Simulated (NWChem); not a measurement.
Molecule: AlBrF₂; SMILES [F][Al]([Br])[F]

```xyz
4

Al    -0.0049    -0.9447     0.0000
F      0.0026    -1.7874    -1.4161
F      0.0026    -1.7874     1.4161
Br     0.0005     1.2701     0.0000
```
Atoms are numbered in this order, from 1.

Results from NWChem. The geometry was optimised at PBE0/def2-SVP. B3LYP is NWChem's, with the RPA form of VWN correlation. Ions are spin-unrestricted doublets at the neutral geometry; other ion states weren't tried.

For level B3LYP/def2-SVP:

* **vertical ionisation energy, ΔSCF (eV)**: 11.85
* **−ε(HOMO) (eV)**: 8.81

Q: What are these values for level PBE/def2-SVP?

A: 
- vertical ionisation energy, ΔSCF (eV): 11.48
- −ε(HOMO) (eV): 7.76
